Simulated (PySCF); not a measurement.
Spectrum to structure. Level of theory: PySCF 2.14.0, density-fitted response routines, TDDFT PBE0/def2-SVPD, vertical, gas phase, core orbitals frozen in the response. Geometries: GFN2-xTB, one conformer each.

| state | ν̃ (cm⁻¹) | f | main configurations (H = HOMO, L = LUMO) |
| --- | --- | --- | --- |
| S1 | 46690 | 0.0004 | H→L+2 (52%), H→L (25%) |
| S2 | 51720 | 0.037 | H-1→L (80%), H-2→L (13%) |
| S3 | 54090 | 0.071 | H→L (64%), H→L+2 (20%) |
| S4 | 55400 | 0.0005 | H-1→L+1 (90%) |
| S5 | 56100 | 0.013 | H→L+1 (85%) |
| S6 | 56980 | 0.098 | H-1→L+2 (49%), H-2→L (24%) |

Problem. Which candidate is it? All have the formula C5H8FNO.
A. `C=C(F)NC(=O)CC`
B. `[H]/N=C1/[C@@H](F)C[C@H]1OC`
C. `C=C(F)N(C)C(C)=O`
D. `N(C(=O)C)CC(F)=C`

Solution. D. Its S1, at 5.79 eV, is the highest among the candidates; the nearest of the others has S1 at 5.44 eV. S1 is HOMO→LUMO+2 (52%), HOMO→LUMO (25%). Löwdin shares by element: HOMO oxygen 53%, carbon 25% or more (atoms not listed hold the other 22%); LUMO carbon 61% or more, fluorine 6% (atoms not listed hold the other 33%). At the same level the other candidates give, for their lowest levels:
- `[H]/N=C1/[C@@H](F)C[C@H]1OC`: 4.68 eV (f 0.002); 5.67 eV (f 0.003); 7.09 eV (f 0.034); 7.18 eV (f 0.030); 7.34 eV (f 0.016); T1 3.92 eV; HOMO -7.52, LUMO -0.96 eV
- `C=C(F)NC(=O)CC`: 5.44 eV (f 0.001); 5.79 eV (f 0.232); 6.16 eV (f 0.002); 6.97 eV (f 0.020); 7.15 eV (f 0.016); T1 4.10 eV; HOMO -6.92, LUMO -0.36 eV
- `C=C(F)N(C)C(C)=O`: 5.35 eV (f 0.027); 5.91 eV (f 0.348); 6.36 eV (f 0.048); 6.82 eV (f 0.028); 7.23 eV (f 0.006); T1 4.04 eV; HOMO -7.05, LUMO -0.50 eV

Conformer computed: `[CH2:1]=[C:2]([F:3])[CH2:4][NH:5][C:6]([CH3:7])=[O:8]`: C1–C2–C4–N5 -102°, C2–C4–N5–C6 105°, C4–N5–C6–C7 -176°.
Triplets come from the Tamm–Dancoff approximation.
